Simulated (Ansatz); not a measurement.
Compare A (`C[SiH]1C=CO1`) with its isomer B (`[SiH3]C1=CCO1`).

Program: Ansatz. Geometries: PBE0-D4/def2-TZVP. ΔE: electronic, gas phase. CCSD(T)/CBS adds triple-zeta CCSD(T) − MP2 to the extrapolated MP2 energy (def2 sets, frozen cores). Functionals use def2-TZVPP. B3LYP here is the variant with VWN-RPA as its local correlation; programs differ in this.

Task: Which is lower in electronic energy at CCSD(T)/CBS, and by how much? (Estimate.)

Result: Ansatz gave: A, by 226.0 kJ/mol.

Task: Give E(B) − E(A) in kJ/mol with CCSD(T)/def2-TZVPP, B2PLYP, B3LYP, MP2/def2-TZVPP, ωB97M-V, HF/def2-TZVPP, PBE-D4. (Best estimate.)

Result: Ansatz gave: CCSD(T)/def2-TZVPP 221.6, B2PLYP 223.6, B3LYP 217.4, MP2/def2-TZVPP 231.5, ωB97M-V 227.8, HF/def2-TZVPP 227.1, PBE-D4 211.2. None reverses the order clearly.

Largest T1 diagnostic: 0.014.

From PBE to PBE0 (25 % exact exchange), in def2-TZVPP and without D4, E(B) − E(A) moves by +10.0 kJ/mol.
